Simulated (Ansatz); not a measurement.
A nudged elastic band was laid between two geometries of ClF3H2NTa + H (9 atoms, charge 0, multiplicity 2).

The calculation used UHF/def2-SVP in Ansatz.

```
movable images  : 7
climbing image  : yes
spring          : 5.0 eV/Å²
optimiser       : quadratic models (default)
start path      : through a guess of the saddle point
force threshold : 0.05 eV/Å
iteration limit : 60
end points      : relaxed
```

Initial state:

```xyz
9
Properties=species:S:1:pos:R:3
Ta 0.007 0.013 -0.129
Cl 2.300 -0.012 0.262
F -1.240 0.033 1.262
N -0.588 0.014 -1.977
H -0.783 -0.823 -2.499
H -0.764 0.850 -2.505
F -0.065 1.893 -0.218
F -0.109 -1.865 -0.204
H 6.422 -0.103 0.397
```

Final state:

```xyz
9
Properties=species:S:1:pos:R:3
Ta -0.315 0.053 -0.036
Cl 3.636 -0.295 -0.325
F 0.106 -1.087 1.412
N -0.069 -0.250 -1.967
H -0.469 0.353 -2.670
H 0.460 -0.976 -2.416
F 0.953 1.442 0.300
F -2.204 -0.040 0.065
H 3.083 0.799 0.028
```

(1) Which bonds break or form, and what moves?

(2) What energy profile does the band end with?

(3) What is the geometry of the highest image?

Results:

(1) Bonds broken: Ta1–Cl2. Bonds formed: Cl2–H9. ClF3H2NTa + H becomes ClH + F3H2NTa.

(2) It converged. The highest image is number 2 of 0 to 8, 0.50 eV above the first end and 0.90 eV above the last; the last end lies 0.41 eV below the first. The profile has 2 maxima (images 2, 6) with wells between them (image 5): this band takes more than one step, which may be the mechanism or a detour left from its start path. A structure lower than the last end lies on the path between it and the top, so the climb from that side starts below the end, which may itself be a saddle point or a shallow side well. A vibrational analysis at the climbing image gives one clearly imaginary mode, 93i cm⁻¹: a first-order saddle point.

```tsv
image	path coordinate (Å)	energy (eV)	Ta1–Cl2 (Å)	Cl2–H9 (Å)
0	0.00	0.00	2.33	4.12
1	1.68	0.13	2.30	4.11
2	3.37	0.50	2.32	4.04
3	5.73	0.14	2.36	4.01
4	8.09	-0.37	3.67	1.28
5	10.45	-0.42	4.32	1.28
6	12.81	-0.40	3.96	1.28
7	15.17	-0.42	3.85	1.28
8	17.53	-0.41	3.98	1.28
```

(3) 
```xyz
9
Properties=species:S:1:pos:R:3
Ta -0.133 -0.024 -0.087
Cl 2.159 -0.407 -0.017
F -0.269 -0.383 1.774
N -0.193 -0.138 -2.059
H -0.859 -0.687 -2.575
H 0.466 0.281 -2.694
F -0.429 1.797 0.092
F -1.578 -1.205 -0.219
H 6.017 0.765 0.175
```

Time of the run: 13 min on 4 threads of Arm Neoverse V2, on a shared host, peak memory 0.45 GiB.
